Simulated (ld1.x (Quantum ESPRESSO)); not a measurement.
# Scattering properties, TM semilocal potential for Si (Z = 14)

- Element: Si
- Generator: ld1.x (Quantum ESPRESSO) 7.5
- Type: norm-conserving Troullier–Martins (semilocal form)
- Functional: LDA (PZ)
- Relativity: scalar-relativistic
- Frozen core: [Ne]
- Valence charge: 4
- Reference configuration: 3s1 3p3
- Partial waves: 3s (bound): rc 1.85 bohr; 3p (bound): rc 1.55 bohr; 3d channel at 0.4 Ry: rc 1.60 bohr
- Local potential: the d channel
- Core correction: Bessel-smoothed model core inside 1.60 bohr

The phase is arctan(r·u′/u) with u = r·R(r), unwrapped; energies in Ry, scanned from -3 to 5 Ry. A pole is an energy at which the radial function vanishes at the test radius. The pseudo phase is shifted by a multiple of π to meet the all-electron one at the reference energy, and phase errors are pseudo minus all-electron; the curves can meet again beyond the range given. Levels narrower than the energy grid can be missing from the lists of poles.

```csv
channel,radius (bohr),reference energy (Ry),"poles, all-electron","poles, pseudo",unbroken range about the reference energy with phases within 0.05 rad,phase error 1 Ry above the reference energy (rad)
s,2.00,-0.86,1.97,1.81,below 3.6,-0.005
p,2.00,-0.35,2.91,2.64,below 3.8,-0.010
d,2.00,0.40,3.51,3.55,the whole range,+0.002
```

Phases in the s channel:

```tsv
E (Ry)	all-electron	pseudo
-3.00	1.137	1.133
-2.76	1.097	1.094
-2.52	1.047	1.044
-2.28	0.982	0.978
-2.04	0.893	0.889
-1.80	0.769	0.765
-1.56	0.587	0.584
-1.32	0.322	0.319
-1.08	-0.038	-0.039
-0.84	-0.429	-0.429
-0.60	-0.753	-0.754
-0.36	-0.982	-0.984
-0.12	-1.138	-1.141
0.12	-1.247	-1.252
0.36	-1.326	-1.332
0.60	-1.386	-1.393
0.84	-1.434	-1.442
1.08	-1.472	-1.481
1.32	-1.504	-1.515
1.56	-1.532	-1.544
1.80	-1.556	-1.570
2.04	-1.577	-1.594
2.28	-1.597	-1.616
2.52	-1.615	-1.638
2.76	-1.633	-1.659
3.00	-1.650	-1.680
3.24	-1.666	-1.703
3.48	-1.683	-1.726
3.72	-1.700	-1.753
3.96	-1.717	-1.782
4.20	-1.735	-1.817
4.44	-1.755	-1.858
4.68	-1.776	-1.911
4.92	-1.799	-1.980
```
